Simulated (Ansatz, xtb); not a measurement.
H3PSeSi+: where a starting geometry ends

The starting geometry of this gas-phase doublet was built from a drawn formula by distance geometry and a force field; its bonds are those of `[SiH2]1[P][SeH+]1`.

```yaml
atoms:
  - { symbol: P, position_ang: [0.3123, -0.6413, -2.6468] }
  - { symbol: Se, position_ang: [-0.1252, -1.0561, -0.4511] }
  - { symbol: Si, position_ang: [-1.5518, -0.0138, -1.8457] }
  - { symbol: H, position_ang: [-1.7012, 1.4364, -1.5681] }
  - { symbol: H, position_ang: [-2.7055, -0.8657, -2.2364] }
  - { symbol: H, position_ang: [-0.7272, -2.4304, -0.8637] }
```

Predict what it relaxes into with r2SCAN-D4/def2-SVP.

It keeps its bonds, and is `[SiH2]1[P][SeH+]1`.

The energy falls by 0.37 eV over 6 steps:

```json
{"step": "1", "E − E(last) (eV)": "0.371"}
{"step": "2", "E − E(last) (eV)": "0.032"}
{"step": "3", "E − E(last) (eV)": "0.003"}
{"step": "4", "E − E(last) (eV)": "0.000"}
{"step": "5", "E − E(last) (eV)": "0.000"}
{"step": "6", "E − E(last) (eV)": "0.000"}
```

Final geometry (Å):

```yaml
atoms:
  - { symbol: P, position_ang: [0.4060, -0.6466, -2.7263] }
  - { symbol: Se, position_ang: [-0.1358, -1.1099, -0.4485] }
  - { symbol: Si, position_ang: [-1.5881, 0.0291, -1.9669] }
  - { symbol: H, position_ang: [-1.7402, 1.4175, -1.4773] }
  - { symbol: H, position_ang: [-2.7836, -0.7890, -2.2741] }
  - { symbol: H, position_ang: [-0.6569, -2.4720, -0.7186] }
```

From the same start GFN2-xTB ends elsewhere, differing in Se2–Si3 (3.45 against 2.39 Å here).

The end wasn't checked by frequencies. Open shells are spin-unrestricted. Run with Ansatz 0.2.0, 67 s on 1 thread of Arm Neoverse V1, with other jobs on the host.
